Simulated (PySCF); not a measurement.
CH8GeOSi, SMILES [CH2]([GeH2][SiH3])O. Coordinates come from a PBE0-D3(BJ)/def2-SVP optimisation. The structure was generated by enumeration, and PubChem lists no compound with its InChIKey, so it may never have been made. The values are those of a single conformer.

Computed equilibrium geometry at PBE0-D3(BJ)/def2-SVP (PySCF confirms it by a frequency run) as a Z-matrix (one conformer of several):
```
Ge
H 1 1.5415
H 1 1.5478 2 107.35
C 1 1.9823 2 109.23 3 115.55
H 4 1.1008 1 108.21 2 58.23
O 4 1.4039 5 107.30 1 121.39
H 6 0.9628 4 108.23 5 177.52
H 4 1.1078 5 106.46 6 121.07
Si 1 2.3850 2 110.78 3 -119.70
H 9 1.4948 1 110.97 2 58.50
H 9 1.4958 10 108.68 1 121.21
H 9 1.4961 10 108.67 11 117.75
```
Charge 0, spin multiplicity 1.
